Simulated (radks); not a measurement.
Au60+, configuration [Ar] 3d1 (the NIST ground configuration).

Calculated with a radial shooting solver on a logarithmic mesh with Libxc functionals: scalar-relativistic Kohn-Sham, BLYP, spin-polarised, spherical densities, finite nucleus; open shells are filled with parallel spins first (spin-orbit coupling, left out, can overturn this in heavy ions); Fermi nuclear charge, rms radius 5.4371 fm.

Energy parts (Ry):
part                       energy
total                 -30441.5927
kinetic                34825.8204
electron-nucleus      -68311.9158
Hartree                 3443.3641
exchange-correlation    -398.8614

Orbitals (lengths in bohr, moments of r in powers of bohr; <r^-3> diverges for s and p1/2):
1s up: occ. 1; eigenvalue (Ry) -6266.930; <r^4> 4.245e-07; <1/r> 95.71; <r> 0.01687
1s down: occ. 1; eigenvalue (Ry) -6266.924; <r^4> 4.245e-07; <1/r> 95.71; <r> 0.01687
2s up: occ. 1; eigenvalue (Ry) -1371.221; <r^4> 0.00005982; <1/r> 22.62; <r> 0.07061
2s down: occ. 1; eigenvalue (Ry) -1370.749; <r^4> 0.00005977; <1/r> 22.63; <r> 0.07059
2p up: occ. 3; eigenvalue (Ry) -1231.195; <r^4> 0.00004793; <1/r> 20.11; <r^-3> 25870; <r> 0.06365
2p down: occ. 3; eigenvalue (Ry) -1230.815; <r^4> 0.00004787; <1/r> 20.12; <r^-3> 25890; <r> 0.06363
3s up: occ. 1; eigenvalue (Ry) -531.0705; <r^4> 0.001716; <1/r> 8.959; <r> 0.1731
3s down: occ. 1; eigenvalue (Ry) -530.5226; <r^4> 0.001719; <1/r> 8.952; <r> 0.1732
3p up: occ. 3; eigenvalue (Ry) -489.9994; <r^4> 0.001761; <1/r> 8.233; <r^-3> 6928; <r> 0.1716
3p down: occ. 3; eigenvalue (Ry) -489.4445; <r^4> 0.001764; <1/r> 8.226; <r^-3> 6914; <r> 0.1717
3d up: occ. 1; eigenvalue (Ry) -454.0606; <r^4> 0.001186; <1/r> 7.759; <r^-3> 887.7; <r> 0.1522
3d down: occ. 0; eigenvalue (Ry) -453.3496; <r^4> 0.001190; <1/r> 7.755; <r^-3> 886.8; <r> 0.1523

The highest occupied level is 3d up at -6177.8 eV. Spin moment in Bohr magnetons: 1. The electron density at the nucleus is 2.298e+06 e/bohr^3 (large components only).
